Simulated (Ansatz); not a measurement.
Born–Oppenheimer molecular dynamics of C₂H₅ClOSi (10 atoms, charge 0, multiplicity 1). It starts at the highest image of a converged band. Of that band: A structure lower than the first end lies on the path between it and the top, so the climb from that side starts below the end, which may itself be a saddle point or a shallow side well. Neighbouring images differ by up to 2.4 eV, so the band resolves the path poorly. A vibrational analysis at the climbing image gives one clearly imaginary mode, 1791i cm⁻¹: a first-order saddle point.

These are results of Ansatz, UKS PBE-D4/def2-SVP, not measurements.

```yaml
ensemble: NVE (velocity Verlet)
time_step: 0.5 fs
steps_asked: 200
starting_velocities_drawn_for: 100 K
seed: 2727
```

First frame:

```xyz
10
Properties=species:S:1:pos:R:3
O -1.460 0.703 1.527
C -1.105 0.917 0.268
C 0.332 0.722 -0.039
Si 0.632 -1.159 -0.389
Cl 0.870 1.619 -1.505
H -2.292 0.957 0.729
H 0.963 1.017 0.833
H -0.210 -1.569 -1.558
H 0.263 -1.948 0.835
H 2.091 -1.311 -0.698
```

(1) How far do the bonds stretch over the last three quarters of this one trajectory? (Pairs bonded in most of those frames.)

Answers

(1) 
```csv
bond,mean (Å),spread (Å),shortest,longest
O1–C2,1.341,0.051,1.26,1.46
O1–H6,0.994,0.039,0.93,1.06
C2–C3,1.528,0.114,1.34,1.72
C3–Si4,1.956,0.056,1.88,2.06
C3–Cl5,1.819,0.059,1.72,1.92
C3–H7,1.118,0.005,1.11,1.13
Si4–H8,1.501,0.012,1.48,1.52
Si4–H9,1.505,0.004,1.50,1.51
Si4–H10,1.501,0.023,1.47,1.54
```

Mean temperature of the second half: 577 K. The conserved energy stayed within 0.34 meV per atom of its start (net change -0.15 meV per atom), so the integration is sound. The kinetic energy rose, since the run started high on the potential surface and went downhill. A run of 0.1 ps of so small a system gives no equilibrium averages. The orbitals stay closed-shell, which can raise the energy where a bond breaks towards radicals; this wasn't checked here.

Run time: 7.6 min on 2 threads of AMD EPYC 7R43 64-Core Processor (Zen 3) (shared host), peak memory 0.2 GiB.
